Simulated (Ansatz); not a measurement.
Start from `[CH3][AlH][Br]` and change one element to get `[CH3][InH][Br]`.

Ansatz, PBE0-D4/def2-TZVP geometries, multiplicity 1. 

Elements past krypton have def2 core potentials. Scalar relativity is left out up to krypton.

```tsv
property	`[CH3][AlH][Br]`
size of the dipole moment (B3LYP/def2-TZVPP) / D	1.86
HOMO energy (B3LYP/def2-TZVPP) / eV	-7.78
LUMO energy (PBE0/def2-TZVPP) / eV	-1.26
HOMO–LUMO gap (B3LYP/def2-TZVPP) / eV	6.32
HOMO–LUMO gap (PBE0/def2-TZVPP) / eV	6.76
size of the dipole moment (ωB97M-V/def2-TZVPP) / D	1.90
```

(1) Give the same properties after the change, and the shifts. (Best estimate.)

Results:

(1) Computed: 
```
                                          property  `[CH3][InH][Br]`  shift
  size of the dipole moment (B3LYP/def2-TZVPP) / D              3.33   1.47
               HOMO energy (B3LYP/def2-TZVPP) / eV             -7.34   0.44
                LUMO energy (PBE0/def2-TZVPP) / eV             -1.66  -0.40
             HOMO–LUMO gap (B3LYP/def2-TZVPP) / eV              5.40  -0.92
              HOMO–LUMO gap (PBE0/def2-TZVPP) / eV              5.92  -0.84
size of the dipole moment (ωB97M-V/def2-TZVPP) / D              3.38   1.48
```

With PBE0 the HOMO rises by 0.43 eV and the LUMO falls by 0.40 eV, so the gap narrows by about 0.83 eV. PBE moves the HOMO by 0.39 eV and ωB97M-V by 0.44 eV. Dipoles are sizes alone; their direction can turn.

B3LYP here is the variant with VWN-RPA as its local correlation; programs differ in this.

Spin–orbit coupling is left out; it splits and shifts lone-pair levels of the heavy atoms by tenths of an eV.
